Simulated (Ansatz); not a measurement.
`C[Se][AsH2]` + `S[S][GeH3]` → `[GeH3][S]S[AsH2]` + `C[SeH]` at 600 K and 1 bar (ligand exchange at the As–Se bond).

Isolated molecules relaxed with PBE0-D4/def2-TZVP in Ansatz; ΔE leaves out vibrations. CCSD(T)/CBS is the MP2 limit (def2-TZVPP, def2-QZVPP) plus CCSD(T) − MP2 in def2-TZVPP, frozen cores. For As, Ge, Se outer-core shells are correlated without core-valence functions, which leaves a few kJ/mol of doubt a bond. Scalar relativity is left out up to krypton. One conformer a species, not always the lowest.

| species | CCSD(T)/CBS energy (Eh) | H − E (kJ/mol) | S (J/(mol·K)) |
| --- | --- | --- | --- |
| `C[Se][AsH2]` | -4676.77761 | 189.4 | 407.9 |
| `S[S][GeH3]` | -2874.07545 | 139.4 | 399.2 |
| `[GeH3][S]S[AsH2]` | -5109.69255 | 177.8 | 491.2 |
| `C[SeH]` | -2441.15625 | 149.5 | 312.9 |

H − E and S are ideal-gas, rigid-rotor, harmonic terms from PBE0-D4/def2-TZVP, for one conformer and one mirror image of each species. 1 Eh = 2625.50 kJ/mol, R = 8.31446 J/(mol·K).

By hand: ΔE, ΔH, ΔS and ΔG.

ΔE = (-5109.69255) + (-2441.15625) − (-4676.77761) − (-2874.07545) = 0.00426 Eh = 11.2 kJ/mol. Δ(H − E) = 177.8 + 149.5 − 189.4 − 139.4 = -1.5, so ΔH = 9.7 kJ/mol. ΔS = 491.2 + 312.9 − 407.9 − 399.2 = -3.0 J/(mol·K). ΔG = 9.7 − 600 × (-3.0)/1000 = 11.5 kJ/mol.

By hand: the equilibrium constant, and the temperature at which ΔG would vanish if ΔH and ΔS stayed fixed.

log₁₀ K = −ΔG/(RT ln 10) = -1.0. ΔH and −TΔS have one sign here, so there is no such temperature.

The number of gas molecules stays the same, so ΔS is small and ΔH decides. A doubt of 5 kJ/mol in ΔE shifts log₁₀ K by 0.4 here. Other conformers and mirror images would add mixing entropy, several J/(mol·K) or more a flexible species. Modes under 60 cm⁻¹, often nearly free rotors, make the harmonic entropy too high. These are equilibria of isolated gas molecules and say nothing of rates. Largest T1 diagnostic: 0.013 (customary marks: 0.02 for closed shells, 0.045 for open ones).

ΔS is within the doubt of such terms, so its sign, and with it that verdict, could turn.
